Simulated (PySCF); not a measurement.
**SMILES C#[C][GaH][CH2][CH2][GeH3], C₄H₉GaGe**

Geometry:
| atom | x (Å) | y (Å) | z (Å) |
| --- | --- | --- | --- |
| C1 | 3.642 | 0.272 | -0.764 |
| C2 | 2.785 | -0.495 | -0.354 |
| Ga3 | 1.399 | -1.665 | 0.289 |
| C4 | -0.424 | -0.917 | 0.370 |
| C5 | -0.572 | 0.475 | -0.242 |
| Ge6 | -2.382 | 1.215 | -0.058 |
| H7 | 4.401 | 0.944 | -1.125 |
| H8 | 1.799 | -3.119 | 0.715 |
| H9 | -1.107 | -1.644 | -0.105 |
| H10 | -0.718 | -0.920 | 1.437 |
| H11 | 0.132 | 1.188 | 0.216 |
| H12 | -0.321 | 0.465 | -1.316 |
| H13 | -3.403 | 0.259 | -0.710 |
| H14 | -2.501 | 2.601 | -0.724 |
| H15 | -2.735 | 1.350 | 1.438 |

Computed with GIAO PBE0/pcSseg-1 magnetisability, rotational g tensor and spin-rotation constants, non-relativistic, gas phase in PySCF. Geometry: PBE0-D3(BJ)/def2-SVP.

The calculation is non-relativistic, which matters for the atoms heavier than Zn.

**Question.** Give the nuclear spin-rotation constants along the inertial axes (H = +C I·J) beside the isotropic shieldings.

**Answer.** Rotational constants 3.2930, 0.4697, 0.4155 GHz. A star marks the isotopologue with that one atom substituted, in its own axes.
```
atom  isotope  Caa (kHz)  Cbb (kHz)  Ccc (kHz)  mean (kHz)  σ (ppm)
 Ga3     69Ga      6.429      1.193      0.779       2.800   1188.6
  H7       1H     -0.309      0.005     -0.043      -0.116     28.4
  H8       1H     -0.087     -0.002     -0.031      -0.040     25.5
  H9       1H     -0.296     -0.029     -0.020      -0.115     30.4
 H10       1H     -0.298     -0.044     -0.009      -0.117     30.6
 H11       1H     -0.292     -0.026     -0.019      -0.113     29.9
 H12       1H     -0.307     -0.042     -0.004      -0.118     30.2
 H13       1H     -0.249     -0.018     -0.013      -0.094     27.5
 H14       1H     -0.196      0.001     -0.035      -0.077     27.2
 H15       1H     -0.263     -0.034      0.002      -0.098     27.5
  C1     13C*      1.135      0.055      0.164       0.452     71.7
  C2     13C*      1.208      0.020      0.164       0.464     85.9
  C4     13C*      0.458      0.081      0.051       0.197    167.2
  C5     13C*      0.465      0.057      0.053       0.192    176.6
 Ge6    73Ge*     -0.767     -0.129     -0.113      -0.337   1539.8
```
For the geometry as given, no vibrational averaging.

**Question.** How do the rotational constants and the g tensor change when H7, H8, H9, H10, H11, H12, H13, H14, H15 are replaced by deuterium?

**Answer.** Constants 2.7462, 0.4453, 0.3907 GHz; g -0.0155, -0.0045, -0.0029, against -0.0185, -0.0047, -0.0031 before.
